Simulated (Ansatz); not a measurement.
Coupled-cluster run, CH5F3GaN, SMILES `C[NH2+][Ga-]([F])([F])[F]`.

```yaml
crystal:
  periodic: [false, false, false]
  atoms:
    - {symbol: C, position_ang: [-0.023278, -1.114445, 0.848253]}
    - {symbol: N, position_ang: [0.655543, -0.297038, -0.176696]}
    - {symbol: Ga, position_ang: [-0.448863, 1.329537, -0.717785]}
    - {symbol: F, position_ang: [-1.905362, 0.535930, -1.304381]}
    - {symbol: F, position_ang: [0.588792, 2.079055, -1.920771]}
    - {symbol: F, position_ang: [-0.585136, 2.143163, 0.836168]}
    - {symbol: H, position_ang: [0.574648, -1.981677, 1.131173]}
    - {symbol: H, position_ang: [-0.982463, -1.441472, 0.449942]}
    - {symbol: H, position_ang: [-0.205774, -0.491178, 1.722264]}
    - {symbol: H, position_ang: [1.556074, 0.028572, 0.162397]}
    - {symbol: H, position_ang: [0.841019, -0.847548, -1.010064]}
basis:
  gaussian: {orbitals: def2-TZVPP}
correlation: {method: ccsd_t}
output: {orbitals: {seedname: orbitals}}
```

```sh
$ ansatz run in.yaml --threads 4 --pin off --events-out ev --progress --plain --max-ram 11315MiB
```

Output of Ansatz, abridged:

```
Functional definition: HF
1704 factors; integrals over basis functions are off by at most 9.4e-4 eV
mean field evaluation 1: about -63047.6086 eV, gradient 5.5e1 eV
mean field evaluation 2: about -63047.7648 eV, gradient 5.5e1 eV
mean field evaluation 4: about -63052.8282 eV, gradient 3.8e0 eV
mean field evaluation 8: about -63052.8919 eV, gradient 4.0e-1 eV
mean field -63052.89286404 eV, -2317.1510739675 hartree, gradient 2.2e-6 eV, S^2 0.000000; 0 other end points of the search recorded, 0 dependent functions left out
14 core orbitals not correlated: weight in the atoms' cores, before any rotation towards them, 1.000 or more for the frozen orbitals, at most 0.000 for the correlated occupied ones
reference -63052.89286404 eV, -2317.1510739675 hartree; 24, 24 occupied and 235, 235 virtual orbitals, 1704 factors
second order -37.52376432 eV of doubles, -0.00000000 eV of singles
cycle   1  -36.84296258 eV  change    6.8e-1 eV  update   1.3e-1
cycle   2  -37.68703786 eV  change   -8.4e-1 eV  update   3.9e-2
cycle   3  -37.87518748 eV  change   -1.9e-1 eV  update   1.9e-2
cycle   4  -37.85604863 eV  change    1.9e-2 eV  update   4.0e-3
cycle   5  -37.85191275 eV  change    4.1e-3 eV  update   1.6e-3
cycle   6  -37.85320874 eV  change   -1.3e-3 eV  update   4.6e-4
cycle   7  -37.85321607 eV  change   -7.3e-6 eV  update   1.6e-4
cycle   8  -37.85308669 eV  change    1.3e-4 eV  update   5.5e-5
cycle   9  -37.85307743 eV  change    9.3e-6 eV  update   2.1e-5
perturbative correction -1.22729877 eV, -0.0451023980 hartree
Total energy: -63091.97324024 eV, -2318.5872513034 hartree
```

It took 7.8 min on 4 threads of an Arm Neoverse V2 on a shared host, with 7.9 GiB of host memory at the peak.

Correlation energy per correlated electron: -0.814 eV. T1 diagnostic: 0.0123.
